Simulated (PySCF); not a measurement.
Re(O)3(Me) (CH₃O₃Re), SMILES [O]=[Re](=[O])([CH3])=[O], multiplicity 1.

Geometry optimised at r2SCAN-D4/def2-SVP. The multiplicity is an assumed one; no other spin state was optimised. The isomer is the one that the SMILES or the coordinates give; other isomers of the formula were not compared. The def2 effective core potentials stand for the cores of Re; spin–orbit coupling is left out.

Computed with HF/def2-TZVP (PySCF).

The molecule is in vacuum.

### Question
Estimate the frontier levels, gap, dipole moment and polarisability. (An estimate is asked for; the answer gives what the named calculation found.)

### Answer

- highest occupied level = -13.37 eV
- lowest empty level = 0.56 eV
- orbital gap = 13.92 eV
- dipole moment = 3.86 D
- quadrupole, principal values (traceless, Buckingham form, about the centre of nuclear charge) = -4.84, -4.84, 9.68 D·Å
- mean static polarisability = 53.9 bohr³ (7.98 Å³)
- polarisability, principal values = 52.0, 52.0, 57.5 bohr³
